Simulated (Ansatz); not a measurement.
`C[Si](N)(O)[SiH3]`. Charge 0, multiplicity 1. The geometry is a stationary point of PBE0-D4/def2-TZVP. It is one conformer, not always the lowest.

```xyz
14

C    -0.726    0.988    1.315
Si   -0.363   -0.118   -0.143
N    -0.481   -1.731    0.445
O    -1.428    0.097   -1.388
Si    1.709    0.375   -1.129
H     0.048    0.901    2.083
H    -0.769    2.033    1.001
H    -1.688    0.732    1.769
H    -0.392   -1.920    1.430
H    -0.180   -2.517   -0.107
H    -2.308   -0.260   -1.250
H     1.739    1.716   -1.776
H     2.781    0.348   -0.092
H     2.057   -0.645   -2.158
```

Q: What is the dipole moment at PBE/def2-TZVPP? (Estimate.)

A: Computed: 2.54 D, with components (-1.11, -1.38, 1.82) D in this frame, pointing from negative to positive charge.

Q: And with r2SCAN, B3LYP, ωB97M-V? (Best estimate.)

A: Ansatz gave: r2SCAN 2.55 D, B3LYP 2.51 D, ωB97M-V 2.51 D.

Q: Give the Mulliken charges with PBE, r2SCAN, ωB97M-V in def2-TZVPP. (An estimate is asked.)

A: Computed: 
| atom | PBE | r2SCAN | ωB97M-V |
| --- | --- | --- | --- |
| C1 | -0.39 | -0.33 | -0.47 |
| Si2 | 0.46 | 0.58 | 0.52 |
| N3 | -0.38 | -0.45 | -0.36 |
| O4 | -0.35 | -0.42 | -0.38 |
| Si5 | 0.03 | 0.11 | 0.00 |
| H6 | 0.10 | 0.08 | 0.12 |
| H7 | 0.11 | 0.08 | 0.13 |
| H8 | 0.10 | 0.07 | 0.12 |
| H9 | 0.15 | 0.16 | 0.12 |
| H10 | 0.15 | 0.16 | 0.12 |
| H11 | 0.18 | 0.20 | 0.17 |
| H12 | -0.05 | -0.07 | -0.03 |
| H13 | -0.06 | -0.08 | -0.04 |
| H14 | -0.05 | -0.07 | -0.03 |

B3LYP here is the variant with VWN-RPA as its local correlation; programs differ in this.
